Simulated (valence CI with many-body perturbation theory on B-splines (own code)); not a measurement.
Values are calculated unless marked as measured or tabulated.
Level structure of Rh XXXI

Level of theory: valence CI with perturbative core correlation (CI+MBPT): five valence electrons over a frozen Dirac-Fock core [Ne], a basis of 11 s, 11 p, 10 d, 8 f, 5 g, 2 h functions for each j, with the one-electron correlation potential Σ1 (screened to all orders), the two-electron term Σ2, the three-electron term Σ3, Breit, model QED; selected single and double excitations, second order for the rest, scaled by the run's own slope (own B-spline code, finite nucleus).

No measured spectrum was set against this ion. As an estimate, large intervals hold to a few tenths of a per cent, small ones and those within an open d or f shell to about a per cent. Among the levels kept, up to 3700 cm⁻¹ of a level comes from second order outside the variational space, and about a tenth of that is noise between levels of different J, which matters for small intervals.

Levels 91 to 135 of 168, with energies above the lowest level, 3s²3p³ ⁴S°_3/2. "Leading %" is the weight of the configuration and term that name the level; weights of strongly mixed levels are sums over their largest components and can fall short, so below about 35 % the name and the second component can differ from the true leading terms, or belong to a minority configuration. In the jj column 3d3/2^4 stands for four electrons in 3d with j = 3/2.

```tsv
No.	Configuration	Term	J	E (cm⁻¹)	Leading %	g	Leading jj
91	3s3p³3d	²F°	5/2	2351200	26	1.140	3s 3p1/2 3p3/2^2 3d5/2 (40 %)
92	3s²3p3d²	⁴D°	1/2	2359800	27	1.220	3s^2 3p1/2 3d3/2 3d5/2 (55 %)
93	3s3p³3d	²D°	3/2	2360600	20	1.135	3s 3p1/2 3p3/2^2 3d5/2 (36 %)
94	3s3p³3d	²F°	5/2	2363300	36	1.072	3s 3p1/2 3p3/2^2 3d5/2 (46 %)
95	3s²3p3d²	⁴G°	9/2	2371700	53	1.177	3s^2 3p1/2 3d3/2 3d5/2 (33 %)
96	3s²3p3d²	⁴D°	1/2	2376100	17	1.226	3s^2 3p1/2 3d3/2^2 (54 %)
97	3s3p³3d	⁴D°	7/2	2381300	58	1.306	3s 3p1/2 3p3/2^2 3d5/2 (71 %)
98	3s3p³3d	²G°	7/2	2384500	22	1.080	3s 3p1/2 3p3/2^2 3d5/2 (36 %)
99	3s3p³3d	⁴D°	1/2	2396900	36	0.440	3s 3p1/2 3p3/2^2 3d3/2 (37 %)
100	3s²3p3d²	⁴D°	3/2	2409700	23	1.213	3s^2 3p1/2 3d3/2 3d5/2 (31 %)
101	3s3p³3d	⁴D°	5/2	2417600	14	1.163	3s 3p1/2 3p3/2^2 3d3/2 (26 %)
102	3s²3p3d²	⁴F°	3/2	2429700	25	0.952	3s 3p1/2 3p3/2^2 3d3/2 (31 %)
103	3s3p³3d	²F°	5/2	2430200	37	0.949	3s 3p1/2 3p3/2^2 3d5/2 (39 %)
104	3s3p³3d	⁴D°	1/2	2431700	31	0.748	3s 3p1/2 3p3/2^2 3d3/2 (38 %)
105	3s3p³3d	²D°	3/2	2447000	17	1.099	3s 3p1/2 3p3/2^2 3d5/2 (46 %)
106	3s²3p3d²	⁴F°	5/2	2449300	14	1.190	3s^2 3p1/2 3d3/2 3d5/2 (31 %)
107	3s3p³3d	²P°	1/2	2451200	37	1.324	3s 3p1/2 3p3/2^2 3d5/2 (40 %)
108	3s²3p3d²	²H°	9/2	2452800	55	1.032	3s^2 3p1/2 3d5/2^2 (42 %)
109	3s²3p3d²	⁴D°	7/2	2461100	24	1.288	3s^2 3p1/2 3d5/2^2 (43 %)
110	3s²3p3d²	⁴F°	5/2	2473800	18	1.155	3s 3p3/2^3 3d5/2 (27 %)
111	3s²3p3d²	⁴D°	3/2	2476700	29	1.094	3s 3p1/2 3p3/2^2 3d5/2 (19 %)
112	3s3p³3d	²D°	5/2	2500200	27	1.141	3s 3p1/2 3p3/2^2 3d5/2 (32 %)
113	3s²3p3d²	⁴P°	3/2	2507000	24	1.528	3s^2 3p1/2 3d5/2^2 (35 %)
114	3s3p³3d	²G°	9/2	2507000	45	1.167	3s 3p3/2^3 3d5/2 (53 %)
115	3s²3p3d²	²G°	7/2	2513000	21	1.121	3s 3p3/2^3 3d5/2 (25 %)
116	3s3p³3d	²F°	5/2	2517300	21	1.130	3s 3p1/2 3p3/2^2 3d5/2 (40 %)
117	3s²3p3d²	⁴P°	3/2	2520200	19	1.189	3s^2 3p1/2 3d3/2 3d5/2 (22 %)
118	3s3p³3d	²F°	7/2	2529500	36	1.145	3s^2 3p3/2 3d3/2 3d5/2 (33 %)
119	3s3p³3d	²S°	1/2	2532600	33	1.745	3s^2 3p3/2 3d3/2 3d5/2 (29 %)
120	3s3p³3d	²F°	5/2	2541500	12	1.088	3s 3p3/2^3 3d3/2 (45 %)
121	3s²3p3d²	⁴G°	11/2	2556100	92	1.264	3s^2 3p3/2 3d5/2^2 (61 %)
122	3s²3p3d²	²F°	7/2	2557800	30	1.104	3s 3p3/2^3 3d5/2 (34 %)
123	3s3p³3d	²P°	3/2	2562900	32	1.080	3s 3p1/2 3p3/2^2 3d5/2 (32 %)
124	3s²3p3d²	⁴F°	9/2	2607100	42	1.225	3s^2 3p3/2 3d3/2 3d5/2 (71 %)
125	3s²3p3d²	⁴F°	7/2	2607400	33	1.241	3s^2 3p3/2 3d3/2 3d5/2 (62 %)
126	3s3p³3d	²D°	3/2	2617400	27	1.059	3s 3p3/2^3 3d5/2 (49 %)
127	3s²3p3d²	⁴D°	1/2	2620600	32	0.461	3s^2 3p3/2 3d3/2^2 (52 %)
128	3s²3p3d²	⁴D°	5/2	2621400	21	1.301	3s^2 3p3/2 3d3/2 3d5/2 (62 %)
129	3s²3p3d²	²P°	1/2	2637600	57	0.752	3s^2 3p1/2 3d5/2^2 (40 %)
130	3s²3p3d²	⁴D°	5/2	2643500	25	1.151	3s^2 3p3/2 3d3/2^2 (46 %)
131	3s²3p3d²	⁴D°	3/2	2649300	31	1.065	3s^2 3p3/2 3d3/2^2 (37 %)
132	3s²3p3d²	²F°	7/2	2656000	43	1.228	3s^2 3p3/2 3d3/2^2 (38 %)
133	3s²3p3d²	²P°	1/2	2676100	41	0.674	3s^2 3p3/2 3d5/2^2 (45 %)
134	3s3p³3d	²P°	3/2	2678800	28	1.191	3s 3p1/2 3p3/2^2 3d3/2 (21 %)
135	3s3p³3d	²F°	7/2	2683500	25	1.225	3s 3p3/2^3 3d5/2 (31 %)
```

Names give the largest LS component (configuration and term), which can be under half, so a name can repeat, a term be missing and a line seem to break the LS rules; names also repeat where a configuration has a term twice.

Where two levels of one J and parity lie close, their mixing, g and order are uncertain.
